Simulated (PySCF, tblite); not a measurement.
C7H13PS.
Atom-mapped SMILES: `[CH:1]#[C:2][P@@:3]([CH3:4])(=[S:5])[C@@H:6]([CH3:7])[CH2:8][CH3:9]` (hydrogens: H10 on C1; H11, H12, H13 on C4; H14 on C6; H15, H16, H17 on C7; H18, H19 on C8; H20, H21, H22 on C9)

Computed geometry: GFN2-xTB, gas phase.

Question: List the bond lengths, angles and torsions at this level.

Answer: 
```
                  bond  length (Å)   order
                 C1≡C2       1.203  triple
                 C2–P3       1.772  single
                 P3–C4       1.837  single
                 P3=S5       1.938  double
                 P3–C6       1.861  single
                 C6–C7       1.522  single
                 C6–C8       1.529  single
                 C8–C9       1.523  single
                C1–H10       1.052  single
C4–H11, C4–H12, C4–H13       1.089  single
                C6–H14       1.097  single
C7–H15, C7–H16, C7–H17       1.089  single
                C8–H18       1.096  single
                C8–H19       1.093  single
C9–H20, C9–H21, C9–H22       1.087  single
```

Bonds in one row agree within 0.01 Å and their mean is given. Orders are formal, as drawn. A selection of angles:
```
     angle  degrees
 C2–C1–H10    176.6
  C1–C2–P3    170.2
  C2–P3–C4    101.9
  C2–P3–S5    113.8
  C2–P3–C6    102.4
  C4–P3–S5    114.6
  C4–P3–C6    106.4
  S5–P3–C6    116.1
 P3–C4–H11    111.4
 P3–C4–H12    108.6
 P3–C4–H13    107.6
H11–C4–H12    110.6
H11–C4–H13    109.9
  P3–C6–C7    108.6
  P3–C6–C8    106.7
 P3–C6–H14    107.7
  C7–C6–C8    113.2
 C7–C6–H14    110.7
 C8–C6–H14    109.7
 C6–C7–H15    111.0
 C6–C7–H17    109.6
H15–C7–H16    108.1
H15–C7–H17    108.6
  C6–C8–C9    113.1
 C6–C8–H18    108.5
 C6–C8–H19    108.7
 C9–C8–H18    108.9
 C9–C8–H19    110.1
H18–C8–H19    107.4
 C8–C9–H20    111.3
 C8–C9–H21    110.0
H20–C9–H21    108.0
H20–C9–H22    108.6
```

Dihedral angles: C2–P3–C6–C7 170° (antiperiplanar); P3–C6–C8–C9 167° (antiperiplanar).

P3 (phosphorus bonded to 3 C and S) is distorted tetrahedral (angles from 101.9° to 116.1°). The C–P distances run from 1.772 Å (C2–P3, drawn single) to 1.861 Å (P3–C6, drawn single), a spread of 0.089 Å. Of the pairs four or more bonds apart, C2···H18 is among the closest relative to their van der Waals radii: 2.64 Å, 91 % of the sum of Bondi's values. The 4 C–C bonds span 1.203 Å (C1≡C2, drawn triple) to 1.529 Å (C6–C8, drawn single), a spread of 0.326 Å.

Point group: C1 (no symmetry element, even within 0.4 Å). Its GFN2-xTB frequencies are all real (lowest 50 cm⁻¹). The numbers are those of one conformer. 3 starts were optimised and ended at 0.00, 0.01 and 0.24 kcal/mol (GFN2-xTB); the lowest of these is shown.
